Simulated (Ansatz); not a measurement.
`C=C([BH][AlH2])OC`. Total charge 0; spin multiplicity 1. All single points use the PBE0-D4/def2-TZVP geometry. It is one conformer, not always the lowest.

```xyz
14

C    -0.779    0.067   -1.661
C    -0.280   -0.368   -0.482
B     0.593    0.664    0.248
Al   -0.019    2.688    0.331
O    -0.358   -1.692   -0.225
C     0.313   -2.165    0.922
H    -1.080   -0.630   -2.438
H    -0.848    1.125   -1.872
H     1.608    0.269    0.755
H    -0.269    3.565   -0.979
H    -0.317    3.385    1.735
H    -0.034   -3.185    1.083
H     0.072   -1.557    1.801
H     1.397   -2.167    0.781
```

Task: What is the dipole moment at PBE/def2-TZVPP? (Estimate.)

Result: Computed: 1.61 D, with components (0.48, -1.51, 0.29) D in this frame, pointing from negative to positive charge.

Task: And with r2SCAN, B3LYP, ωB97M-V? (Best estimate.)

Result: Computed: r2SCAN 1.56 D, B3LYP 1.50 D, ωB97M-V 1.43 D.

Task: Give the Mulliken charges with PBE, B3LYP, r2SCAN in def2-TZVPP. (An estimate is asked.)

Result: The calculation gave: 
| atom | PBE | B3LYP | r2SCAN |
| --- | --- | --- | --- |
| C1 | -0.20 | -0.23 | -0.19 |
| C2 | 0.18 | 0.20 | 0.19 |
| B3 | -0.17 | -0.15 | -0.17 |
| Al4 | 0.23 | 0.29 | 0.38 |
| O5 | -0.20 | -0.28 | -0.28 |
| C6 | -0.14 | -0.13 | 0.02 |
| H7 | 0.09 | 0.11 | 0.08 |
| H8 | 0.11 | 0.12 | 0.10 |
| H9 | 0.03 | 0.03 | 0.01 |
| H10 | -0.12 | -0.15 | -0.16 |
| H11 | -0.12 | -0.14 | -0.16 |
| H12 | 0.11 | 0.12 | 0.07 |
| H13 | 0.09 | 0.09 | 0.05 |
| H14 | 0.11 | 0.11 | 0.07 |

B3LYP here is the variant with VWN-RPA as its local correlation; programs differ in this.
